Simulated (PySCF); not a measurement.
Telling isomers of C8H10 apart by NMR

- shieldings: GIAO PBE0/pcSseg-1
- coordinates at the GFN2-xTB level
- run in PySCF 2.14.0 with density-fitted response routines
- fast rotation and ring inversion assumed for equivalent nuclei, one computed conformer, no relativistic terms, in vacuum

δ = σ(ref) − σ, references computed at the same level: ¹H (31.72 ppm), ¹³C (186.93 ppm) vs TMS. Where no couplings were computed, multiplicities follow the n + 1 count of equivalent neighbours, and m marks all less simple cases (inequivalent or close neighbours, rings, F or P nearby). Shifts are as computed. Against solution values, carbons near 30 ppm lie about +3 ppm off and those near 130 ppm about +5 ppm (rms about the fit 2.1 ppm; single classes can miss by 10 ppm). Of 1328 compounds with measured shifts, 309 miss one by over three times the rms of a fit or turn the order of signals round; such compounds aren't used in these exercises. Signals without a measured value on file couldn't be tested in this way; 1H shifts scatter by 0.2 ppm about their fit, and single ones miss by 0.5 ppm.

(1) Tabulate the signals of `CC1=CC2(C=C1)CC2`, `Cc1ccccc1C` and their relative energies.

(2) What is the quickest way to tell CC1=CC2(C=C1)CC2 from Cc1ccccc1C?

Answers

(1) 
| SMILES | carbon types | δC | δH | E rel. (kcal/mol) |
| --- | --- | --- | --- | --- |
| CC1=CC2(C=C1)CC2 | 2×C 3×CH 2×CH2 1×CH3 | 149.0, 147.3, 141.4, 139.3, 40.5, 18.4, 14.6 | 6.57 (d, 1H), 6.27 (d, 1H), 5.90 (s, 1H), 2.19 (s, 3H), 1.41 (m, 2H), 1.40 (m, 2H) | 41.2 |
| Cc1ccccc1C | 2×C 4×CH 2×CH3 | 141.6, 134.8, 131.7, 23.1 | 7.44 (m, 2H), 7.41 (m, 2H), 2.35 (s, 6H) | 0.0 |

Energies are electronic energies at PBE0/pcSseg-1 on these geometries, without zero-point or thermal terms, each for the one conformer computed, which needn't be the lowest.

(2) Count the carbon signals: 7 against 4. The first has a three-membered-ring carbon (C) at 40.5 ppm, the second an aromatic CH at 131.7 ppm. Their most deshielded carbons lie at 149.0 and 141.6 ppm. In the proton spectra the most deshielded non-exchanging signals are 6.57 (d, 1H) and 7.44 (m, 2H).
